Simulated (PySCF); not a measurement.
A structure optimised at PBE0-D3(BJ)/def2-SVP, used in a PySCF frequency run:

```xyz
6

Sb     0.0000     0.0000     0.0000
Cl    -2.3336     0.0000     0.0000
Cl     0.0000     0.0000    -2.3609
Cl     0.0000     0.0000     2.3609
Cl     1.1668     2.0209     0.0000
Cl     1.1668    -2.0209     0.0000
```

**Question.** Write its SMILES, formula and point group.

**Answer.** [Cl][Sb]([Cl])([Cl])([Cl])[Cl], Cl₅Sb, D3h

**Question.** What are its rotational constants (standard atomic weights)?

**Answer.** 0.87265, 0.73806, 0.73806 GHz
